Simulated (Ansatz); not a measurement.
Geometry optimisation, RKS LDA/def2-SVP (Ansatz 0.2.0).

Input file:

```yaml
crystal:
  periodic: [false, false, false]
  atoms:
    - { symbol: C, position_ang: [-1.2322, 0.395, -0.1386] }
    - { symbol: Ge, position_ang: [0.195, -0.7705, 0.2139] }
    - { symbol: O, position_ang: [1.0183, -0.2353, 1.6814] }
    - { symbol: Se, position_ang: [1.7672, -0.7298, -1.609] }
    - { symbol: H, position_ang: [-1.8069, 0.1021, -1.0857] }
    - { symbol: H, position_ang: [-1.9851, 0.4469, 0.7052] }
    - { symbol: H, position_ang: [-0.863, 1.4697, -0.2943] }
    - { symbol: H, position_ang: [-0.3073, -2.1873, 0.4113] }
    - { symbol: H, position_ang: [1.3905, 0.6862, 1.5201] }
    - { symbol: H, position_ang: [0.66983, -1.27277, -2.51363] }
basis:
  gaussian: { orbitals: def2-SVP }
hamiltonian:
  xc: lda
relax:
  f_tol: 0.015
  max_steps: 40
```

Launched with:

```bash
$ ansatz run input.yaml --threads 2 --pin off --max-ram 3072MiB --backend cpu --events-out ev --progress --plain --runs-dir out
```

Task: Where does it end, and by what steps?

Result: The forces met the threshold. After 28 steps the energy has fallen by 0.305 eV; H10 moved furthest, 1.58 Å.

```json
{"step": "0", "energy less start (eV)": "0.0000", "largest force component (eV/Å)": "1.681", "accepted": "yes"}
{"step": "1", "energy less start (eV)": "-0.1446", "largest force component (eV/Å)": "0.664", "accepted": "yes"}
{"step": "2", "energy less start (eV)": "-0.1619", "largest force component (eV/Å)": "0.251", "accepted": "yes"}
{"step": "3", "energy less start (eV)": "-0.1711", "largest force component (eV/Å)": "0.143", "accepted": "yes"}
{"step": "4", "energy less start (eV)": "-0.1847", "largest force component (eV/Å)": "0.172", "accepted": "yes"}
{"step": "5", "energy less start (eV)": "-0.2010", "largest force component (eV/Å)": "0.063", "accepted": "yes"}
{"step": "6", "energy less start (eV)": "-0.2033", "largest force component (eV/Å)": "0.466", "accepted": "yes"}
{"step": "7", "energy less start (eV)": "-0.2259", "largest force component (eV/Å)": "0.155", "accepted": "yes"}
{"step": "8", "energy less start (eV)": "-0.2341", "largest force component (eV/Å)": "0.072", "accepted": "yes"}
{"step": "9", "energy less start (eV)": "-0.2464", "largest force component (eV/Å)": "0.062", "accepted": "yes"}
{"step": "10", "energy less start (eV)": "-0.2194", "largest force component (eV/Å)": "0.329", "accepted": "no"}
{"step": "11", "energy less start (eV)": "-0.2507", "largest force component (eV/Å)": "0.051", "accepted": "yes"}
{"step": "12", "energy less start (eV)": "-0.2521", "largest force component (eV/Å)": "0.134", "accepted": "yes"}
{"step": "13", "energy less start (eV)": "-0.2531", "largest force component (eV/Å)": "0.198", "accepted": "yes"}
{"step": "14", "energy less start (eV)": "-0.2554", "largest force component (eV/Å)": "0.064", "accepted": "yes"}
{"step": "15", "energy less start (eV)": "-0.2449", "largest force component (eV/Å)": "0.993", "accepted": "no"}
{"step": "16", "energy less start (eV)": "-0.2586", "largest force component (eV/Å)": "0.105", "accepted": "yes"}
{"step": "17", "energy less start (eV)": "-0.2581", "largest force component (eV/Å)": "0.644", "accepted": "no"}
{"step": "18", "energy less start (eV)": "-0.2610", "largest force component (eV/Å)": "0.052", "accepted": "yes"}
{"step": "19", "energy less start (eV)": "-0.2643", "largest force component (eV/Å)": "0.106", "accepted": "yes"}
{"step": "20", "energy less start (eV)": "-0.2671", "largest force component (eV/Å)": "0.566", "accepted": "yes"}
{"step": "21", "energy less start (eV)": "-0.2774", "largest force component (eV/Å)": "0.225", "accepted": "yes"}
{"step": "22", "energy less start (eV)": "-0.2903", "largest force component (eV/Å)": "0.268", "accepted": "yes"}
{"step": "23", "energy less start (eV)": "-0.3015", "largest force component (eV/Å)": "0.086", "accepted": "yes"}
{"step": "24", "energy less start (eV)": "-0.2940", "largest force component (eV/Å)": "0.333", "accepted": "no"}
{"step": "25", "energy less start (eV)": "-0.3035", "largest force component (eV/Å)": "0.116", "accepted": "yes"}
{"step": "26", "energy less start (eV)": "-0.3044", "largest force component (eV/Å)": "0.026", "accepted": "yes"}
{"step": "27", "energy less start (eV)": "-0.3042", "largest force component (eV/Å)": "0.049", "accepted": "no"}
{"step": "28", "energy less start (eV)": "-0.3047", "largest force component (eV/Å)": "0.012", "accepted": "yes"}
```

```xyz
10
Properties=species:S:1:pos:R:3
C -1.451 0.284 -0.250
Ge 0.092 -0.755 0.224
O 0.993 0.301 1.329
Se 1.400 -1.320 -1.640
H -2.092 -0.278 -0.958
H -2.032 0.526 0.665
H -1.120 1.230 -0.723
H -0.219 -2.125 0.881
H 1.895 -0.040 1.489
H 1.380 0.081 -2.127
```

Whether the end is a true minimum wasn't checked by a vibrational analysis.

Time of the run: 40 s on 2 threads of Intel(R) Xeon(R) Platinum 8488C (Sapphire Rapids), on a shared host, peak memory 0.19 GiB.
